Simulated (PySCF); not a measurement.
Screening by computed properties: pick the candidate that meets the target.

Each SMILES stands for a single optimised conformer of the isolated species, non-relativistic unless stated. Electronic properties by PySCF.

The conformers computed, where there is a choice (atom-mapped SMILES and torsion angles):
- `[CH2:1]1[CH2:2][CH:3]1[N:4]1[SiH2:5][NH:6][SiH2:7]1`: C2–C3–N4–Si5 123°
- `[F:1][CH:2]([F:3])[C:4]1=[CH:5][O:6][CH:7]=[CH:8][CH2:9]1`: F1–C2–C4–C5 -105°
- `[CH2:1]=[CH:2][C+:3]([CH2:4][F:5])[CH2:6][CH:7]([F:8])[F:9]`: C1–C2–C3–C4 -173°, C2–C3–C4–F5 173°, C2–C3–C6–C7 -90°, C3–C6–C7–F8 172°
- `[CH3:1][C:2](=[O:3])[O:4][SiH2:5][O:6][C:7]([CH3:8])=[O:9]`: C1–C2–O4–Si5 180°, C2–O4–Si5–O6 180°, O4–Si5–O6–C7 180°, Si5–O6–C7–C8 180°

Question: Wanted: static isotropic polarisability above 74 au (PBE0/def2-SVPD) and lowest singlet excitation above 4.6 eV (TDDFT PBE0/def2-SVPD), at GFN2-xTB geometries. Which candidate meets both?
A. `[SiH3]N([SiH3])[SiH3]`
B. `C=C[C+](CF)CC(F)F`
C. `C1CC1N1[SiH2]N[SiH2]1`
D. `C1=COC=C(C1)C(F)F`

Answer: A. Computed values:
| species | static isotropic polarisability | lowest singlet excitation |
| --- | --- | --- |
| C1=COC=C(C1)C(F)F | 71.7 au | 4.93 eV |
| C=C[C+](CF)CC(F)F | 75.9 au | 4.11 eV |
| [SiH3]N([SiH3])[SiH3] | 85.5 au | 5.86 eV |
| C1CC1N1[SiH2]N[SiH2]1 | 94.3 au | 4.36 eV |

Question: Wanted: lowest triplet excitation (Tamm–Dancoff) below 4 eV (TDA PBE0/def2-SVPD) and HOMO–LUMO gap below 5.9 eV (PBE0/def2-SVPD), at GFN2-xTB geometries. Which candidate meets both?
A. `C=C[C+](CF)CC(F)F`
B. `[SiH3]N([SiH3])[SiH3]`
C. `FC(F)C1=COC=CC1`
D. `C(C)(=O)O[SiH2]OC(=O)C`
E. `C1CC1N1[SiH2]N[SiH2]1`

Answer: A. Computed values:
```
               species  lowest triplet excitation (Tamm–Dancoff)  HOMO–LUMO gap
     C=C[C+](CF)CC(F)F                                   2.60 eV        4.89 eV
       FC(F)C1=COC=CC1                                   3.66 eV        6.09 eV
 C1CC1N1[SiH2]N[SiH2]1                                   4.21 eV        5.62 eV
C(C)(=O)O[SiH2]OC(=O)C                                   5.33 eV        8.10 eV
 [SiH3]N([SiH3])[SiH3]                                   5.56 eV        7.21 eV
```

Question: Wanted: HOMO energy below -7.3 eV (PBE0/def2-SVPD) and dipole moment above 2 D (PBE0/def2-SVPD), at GFN2-xTB geometries. Which candidate meets both?
A. `FC(F)C1=COC=CC1`
B. `C1CC1N1[SiH2]N[SiH2]1`
C. `[SiH3]c1cscp1`
D. `CC(=O)O[SiH2]OC(C)=O`
E. `[SiH3]N([SiH3])[SiH3]`

Answer: D. Computed values:
```
              species  HOMO energy  dipole moment
 CC(=O)O[SiH2]OC(C)=O     -8.40 eV         3.85 D
[SiH3]N([SiH3])[SiH3]     -7.55 eV         0.02 D
        [SiH3]c1cscp1     -7.07 eV         1.22 D
      FC(F)C1=COC=CC1     -6.62 eV         2.62 D
C1CC1N1[SiH2]N[SiH2]1     -6.10 eV         0.31 D
```

Question: Wanted: smallest rotational constant between 0.96 GHz and 1.05 GHz (GFN2-xTB) and electronic spatial extent ⟨r²⟩ about the centre of nuclear charge below 1600 bohr² (PBE0/def2-SVPD), at GFN2-xTB geometries. Which candidate meets both?
A. `c1([SiH3])pcsc1`
B. `C1CC1N1[SiH2]N[SiH2]1`
C. `CC(=O)O[SiH2]OC(C)=O`
D. `FC(C1CC=COC=1)F`

Answer: A. Computed values:
```
              species  smallest rotational constant  electronic spatial extent ⟨r²⟩ about the centre of nuclear charge
 CC(=O)O[SiH2]OC(C)=O                     0.545 GHz                                                         1993 bohr²
      FC(C1CC=COC=1)F                     0.912 GHz                                                         1202 bohr²
      c1([SiH3])pcsc1                     1.016 GHz                                                         1102 bohr²
C1CC1N1[SiH2]N[SiH2]1                     1.080 GHz                                                         1155 bohr²
```
